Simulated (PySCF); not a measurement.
F₆Nb, charge -1, multiplicity 1. Atoms are numbered in the order given.

```xyz
7

Nb     0.0000     0.0000     0.0000
F      0.0000     1.9265     0.0000
F      0.0000    -1.9265     0.0000
F      0.0000     0.0000    -1.9265
F      1.9265     0.0000     0.0000
F     -1.9265     0.0000     0.0000
F      0.0000     0.0000     1.9265
```
Charge -1, spin multiplicity 1.

The structure is a stationary point at PBE-D3(BJ)/def2-SVPD. The spin state was assumed, not searched. The isomer is the one that the SMILES or the coordinates give; other isomers of the formula were not compared. The def2 effective core potentials stand for the cores of Nb; spin–orbit coupling is left out.

These are B3LYP/def2-SVPD in PySCF values and carry that method's errors.

Mulliken values depend strongly on the basis, most of all with diffuse functions as here. ESP charges are fitted to the potential on shells at 1.4 to 2.0 van der Waals radii. Atomic charges (e):

```
atom  Mulliken  ESP fit
----  --------  -------
Nb1       3.24     1.78
F2       -0.71    -0.46
F3       -0.71    -0.46
F4       -0.71    -0.46
F5       -0.71    -0.46
F6       -0.71    -0.46
F7       -0.71    -0.46
```
